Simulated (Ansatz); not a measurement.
The cluster Ge6Te6, relaxed as a singlet with RKS PBE-D4/def2-SVP in Ansatz, starting from the GFN1-xTB geometry. Force threshold 0.03 eV/Å.

In the def2 sets Te takes a core potential; there is no spin–orbit coupling. The restricted singlet is unstable towards broken spin symmetry in Hartree–Fock (as tested in another run); at PBE-D4/def2-SVP this wasn't settled. Another isomer (singlet) lies 0.93 eV lower at PBE0-D4/def2-TZVP; other spin states weren't run for this one.

Start:

Cartesian coordinates in Å:
```
Ge -1.4892 1.3493 -0.0026
Ge 0.0825 -2.4524 -1.4715
Ge 2.5617 1.5348 0.3071
Ge -2.0689 -1.6965 1.1233
Ge 2.5718 1.2608 -2.0144
Ge 1.9830 -0.1773 1.8638
Te -1.9224 -0.7767 -1.3829
Te -0.5074 0.2627 2.1420
Te 0.5284 2.6286 -0.9400
Te 2.1302 -1.0091 -0.7044
Te -3.4382 2.6885 0.3492
Te -0.4316 -3.6127 0.7303
```

**Question.** Estimate the energy that the relaxation releases and the steps that it takes.

**Answer.** 119.1 kJ/mol, in 12 steps; 35 s on 2 threads of AMD EPYC 7R13 on a shared host and a share (18 GiB) of an NVIDIA H100 80GB HBM3. The force fell under the threshold at step 9, but the optimiser went on and released 0.003 eV more. No frequencies were taken in this run, so the end may be a saddle point.

**Question.** Does the start keep its bonding and symmetry?

**Answer.** By distances, no bond broke or formed. The bond that changes most is Ge3–Ge6, from 2.39 to 2.71 Å (atoms count from 1).

**Question.** Predict the relaxed structure.

**Answer.** 
```xyz
12

Ge   -1.5252    1.4222    0.0489
Ge    0.1181   -2.5912   -1.4496
Ge    2.8173    1.6756    0.2952
Ge   -2.2459   -1.8268    1.1286
Ge    2.3433    1.2847   -2.2796
Ge    2.0414   -0.3074    1.9654
Te   -1.9352   -0.7223   -1.4937
Te   -0.5461    0.3028    2.2783
Te    0.6058    2.8184   -0.7925
Te    2.3609   -1.0097   -0.7159
Te   -3.5544    2.7557    0.2079
Te   -0.4798   -3.8021    0.8069
```
Bond lengths: 16 × Ge–Te 2.43 to 2.96 Å; 2 × Ge–Ge 2.65 to 2.71 Å.
